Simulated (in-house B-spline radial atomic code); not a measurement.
A calculation on Sr III (Sr2+) (with a hole in an inner shell): its settings, and results tabulated from the run. Method: Dirac-Hartree-Fock, average of the jj configuration, Fermi nucleus of rms radius 4.224 fm. Calculated with a radial B-spline atomic code at the basis-set limit.

In the input, a minus or plus after the letter marks the j = l - 1/2 or j = l + 1/2 subshell.

Command:
```bash
python run_scf.py task.json out
```
Settings (nuclear radius in fm, mass in u):
```
Z                38
configuration    1s2 2s2 2p6 3s1 3p6 3d10 4s2 4p-1 4p+4 5s2
hamiltonian      dirac
method           hf
spin_polarised   False
nucleus          fermi
rms_radius       4.224
atomic_mass      87.90561
speed_of_light   137.035999084
```

Output (hartree, bohr):
```
 radial grid: 79 intervals, B-splines of order 8, outer radius 53.7037 bohr

 iter        energy (Eh)    residual
    1       -3158.944320    5.16e-01
    2       -3162.293263    1.99e-01
    3       -3162.837952    5.51e-02
    4       -3162.881776    1.74e-02
    5       -3162.887059    6.47e-03
    6       -3162.887740    9.90e-04
    7       -3162.887773    1.98e-04
    8       -3162.887775    2.44e-05
    9       -3162.887775    4.27e-06
   10       -3162.887775    3.94e-07
   11       -3162.887775    1.58e-08

 total energy                     -3162.88777
 kinetic                            3258.4795
 electron-nucleus                  -7585.9117
 electron-electron                  1164.5445

 first-order corrections (not in the total)
   Gaunt                             1.8950
   retardation                      -0.1846
   frequency dependence             -0.0099
   self-energy                       1.2665
   Uehling                          -0.1353
   Wichmann-Kroll                    0.0017
   recoil                            0.0141

 orbital      occ     eigenvalue          <r>       <r^2>       <1/r>       r_max    small
 1s1/2      2.000      -597.6459     0.039147  0.00206553     39.0002     0.02554  1.91e-02
 2s1/2      2.000       -84.9686     0.171858   0.0348986      8.8011       0.145  3.85e-03
 2p1/2      2.000       -77.2646     0.147469    0.026693     8.74706      0.1137  3.83e-03
 2p3/2      4.000       -74.7379     0.151571   0.0280718     8.41243      0.1172  3.73e-03
 3s1/2      1.000       -15.6823      0.48828    0.274347     2.96168      0.4336  9.87e-04
 3p1/2      2.000       -12.5827     0.484951    0.274048     2.85691      0.4229  9.36e-04
 3p3/2      4.000       -12.1870     0.493586    0.283572     2.78426      0.4309  9.13e-04
 3d3/2      4.000        -7.2583      0.48256    0.281014      2.5663      0.3726  7.96e-04
 3d5/2      6.000        -7.1907      0.48618    0.285239     2.54519      0.3751  7.87e-04
 4s1/2      2.000        -2.9765      1.27708     1.84272     1.06016       1.149  2.11e-04
 4p1/2      1.000        -2.1627       1.4036     2.24059    0.944175       1.233  1.71e-04
 4p3/2      4.000        -2.0701      1.43255     2.33429    0.920122       1.255  1.64e-04
 5s1/2      2.000        -0.7322      3.23727     11.6898    0.394889       2.936  3.93e-05
```

Run time, properties included: 1.6 s on 1 thread of Arm Neoverse V2 (shared host).

For the Dirac Hamiltonian the kinetic term is c α·p + (β - 1)c².
